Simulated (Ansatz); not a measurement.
Two shapes of singlet Li4F4.

Shape 1:

```xyz
8

Li   -0.8556   -0.8556   -0.8556
F    -0.9490   -0.9490    0.9490
F    -0.9490    0.9490   -0.9490
Li   -0.8556    0.8556    0.8556
F     0.9490   -0.9490   -0.9490
Li    0.8556   -0.8556    0.8556
Li    0.8556    0.8556   -0.8556
F     0.9490    0.9490    0.9490
```

Shape 2:

```xyz
8

Li   -0.7872   -0.7872   -0.7872
F    -0.8731   -0.8731    0.8731
F    -0.8731    0.8731   -0.8731
Li   -0.7872    0.7872    0.7872
F     0.8731   -0.8731   -0.8731
Li    0.7872   -0.7872    0.7872
Li    0.7872    0.7872   -0.7872
F     0.8731    0.8731    0.8731
```

Basis set: 6-31G* (spherical functions). Left uncorrelated: 4 orbitals. Charge 0, multiplicity 1.

Computed with Ansatz (development build ahead of 0.2.0); each method stands on the lowest determinant of its kind that the runs found.

Problem. Which shape is lower in energy, and by how much in each method?

Solution.

| method | E(2) − E(1) (eV) |
| --- | --- |
| RHF | 1.072 |
| RHF-MP2 | 1.291 |

Shape 1 is lower. Caution: no unrestricted run beside it, a lower state can exist.
